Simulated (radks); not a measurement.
Results of a calculation; reference values are marked as such.
Orbital eigenvalues (eV) of the cerium ion Ce+, [Xe] 4f1 5d2, at several levels of relativity; Dirac values are averaged over j with weights 2j + 1. Spin-unpolarised spherical Kohn-Sham, PBE, point nucleus unless stated (finite: rms radius 4.8771 fm), a radial shooting solver on a logarithmic mesh with Libxc functionals. A level marked "c x" has the speed of light scaled by that factor and shares open shells by 2j + 1; other Dirac levels either fill j = l - 1/2 first or share by 2j + 1.

2s: non-rel. -5958.4; scalar-rel. -6451.8; Dirac, 2j+1 shares, finite nucleus -6442.8; Dirac, c x 0.85 -6661.1; change of magnitude, last against first (%) +11.79
2p: non-rel. -5635.7; scalar-rel. -5778.4; Dirac, 2j+1 shares, finite nucleus -5785.7; Dirac, c x 0.85 -5851.2; change of magnitude, last against first (%) +3.82
3s: non-rel. -1284.4; scalar-rel. -1392.3; Dirac, 2j+1 shares, finite nucleus -1390.4; Dirac, c x 0.85 -1438.1; change of magnitude, last against first (%) +11.97
3p: non-rel. -1144.9; scalar-rel. -1178.1; Dirac, 2j+1 shares, finite nucleus -1179.6; Dirac, c x 0.85 -1194.6; change of magnitude, last against first (%) +4.34
3d: non-rel. -885.12; scalar-rel. -874.07; Dirac, 2j+1 shares, finite nucleus -872.78; Dirac, c x 0.85 -867.55; change of magnitude, last against first (%) -1.98
4s: non-rel. -260.68; scalar-rel. -284.77; Dirac, 2j+1 shares, finite nucleus -284.40; Dirac, c x 0.85 -295.15; change of magnitude, last against first (%) +13.22
4p: non-rel. -208.62; scalar-rel. -214.88; Dirac, 2j+1 shares, finite nucleus -215.27; Dirac, c x 0.85 -218.19; change of magnitude, last against first (%) +4.59
4d: non-rel. -117.34; scalar-rel. -114.29; Dirac, 2j+1 shares, finite nucleus -114.13; Dirac, c x 0.85 -112.83; change of magnitude, last against first (%) -3.85
5s: non-rel. -40.524; scalar-rel. -44.446; Dirac, 2j+1 shares, finite nucleus -44.391; Dirac, c x 0.85 -46.185; change of magnitude, last against first (%) +13.97
5p: non-rel. -26.531; scalar-rel. -27.213; Dirac, 2j+1 shares, finite nucleus -27.286; Dirac, c x 0.85 -27.644; change of magnitude, last against first (%) +4.19
4f: non-rel. -12.177; scalar-rel. -9.2199; Dirac, 2j+1 shares, finite nucleus -9.2169; Dirac, c x 0.85 -8.1342; change of magnitude, last against first (%) -33.20
5d: non-rel. -7.4624; scalar-rel. -7.2087; Dirac, 2j+1 shares, finite nucleus -7.2074; Dirac, c x 0.85 -7.1233; change of magnitude, last against first (%) -4.54
